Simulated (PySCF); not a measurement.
## From computed data to an observable: chemical shift, span and skew from a shielding tensor

CH4NO, SMILES C(=[OH+])N, charge +1. Atoms are numbered in the order given.

```xyz
7

N     -0.1881     1.1185     0.0000
C      0.4329    -0.0274     0.0000
O     -0.1079    -1.2004     0.0000
H     -1.2062     1.2113     0.0000
H      0.3532     1.9845     0.0000
H      1.5273    -0.0400     0.0000
H     -1.0918    -1.2180     0.0000
```
Charge +1, spin multiplicity 1.

The structure is a stationary point at PBE-D3(BJ)/def2-TZVP. The isomer is the one that the SMILES or the coordinates give; other isomers of the formula were not compared. Other conformers were not sampled.

GIAO shieldings from B3LYP/pcSseg-2 run with PySCF, non-relativistic, no solvent. The symmetric part of the tensor of C2 has the principal values -87.7, -22.7, 104.6 ppm. The same nucleus in TMS has σ = 181.3 ppm at this level (PySCF, at its B3LYP-D3(BJ)/def2-TZVP geometry).

Work out the isotropic shielding, the ¹³C shift against TMS, the span and the skew.


σ(iso) = (σ11 + σ22 + σ33)/3 = -1.9 ppm. δ = σ(ref) − σ(iso) = 181.3 − (-1.9) = 183.2 ppm.
Span Ω = σ33 − σ11 = 192.3 ppm. Skew κ = 3(σ(iso) − σ22)/Ω = 0.32. Tumbling in solution averages the tensor to δ; in a static solid the shielding alone would spread this spin-1/2 line over Ω.
